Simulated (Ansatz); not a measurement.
In(OCMe2)H3 (C3H9InO). The state is a singlet with charge 0. Geometry r2SCAN-D4/def2-SVP.

Cartesian coordinates in Å:
```
C 0.1645 0.1018 0.6409
C 0.4969 0.2886 2.0890
C 1.2608 0.2409 -0.3726
In -1.8026 -0.5520 -1.8781
O -0.9877 -0.1634 0.3038
H 1.2783 -0.4327 2.3827
H 0.9295 1.2913 2.2439
H -0.3955 0.1575 2.7131
H 0.9644 1.0001 -1.1160
H 1.3465 -0.7070 -0.9312
H 2.2302 0.5029 0.0709
H -0.7472 -1.9097 -2.1779
H -1.2803 0.9870 -2.5170
H -3.4579 -0.8052 -1.4515
```

In the def2 sets In takes a core potential; there is no spin–orbit coupling. Another isomer (singlet) lies 0.62 eV lower at PBE0-D4/def2-TZVP; other spin states weren't run for this one.

Question: Estimate the orbital energies around the gap (eV) in Ansatz with PBE-D4/def2-SVP, PBE-D4/def2-TZVP, revPBE-D4/def2-TZVP, PBE0-D4/def2-SVP, ωB97X-V/def2-TZVP.

Answer: 
```
orbital  PBE-D4/def2-SVP  PBE-D4/def2-TZVP  revPBE-D4/def2-TZVP  PBE0-D4/def2-SVP  ωB97X-V/def2-TZVP
 HOMO−5            -9.82             -9.88                -9.85            -11.42             -13.99
 HOMO−4            -9.38             -9.45                -9.40            -10.86             -13.43
 HOMO−3            -9.24             -9.32                -9.25            -10.70             -13.38
 HOMO−2            -6.97             -7.05                -6.99             -8.57             -11.07
 HOMO−1            -6.06             -6.13                -6.09             -7.24              -9.67
   HOMO            -6.06             -6.13                -6.08             -7.22              -9.64
   LUMO            -2.61             -2.72                -2.64             -1.51               0.77
 LUMO+1            -0.60             -0.81                -0.72              0.14               1.52
 LUMO+2             0.65              0.12                 0.18              1.48               2.63
 LUMO+3             0.82              0.45                 0.53              1.83               2.82
 LUMO+4             1.64              1.11                 1.11              2.32               2.94
 LUMO+5             1.76              1.14                 1.12              2.56               3.45
```
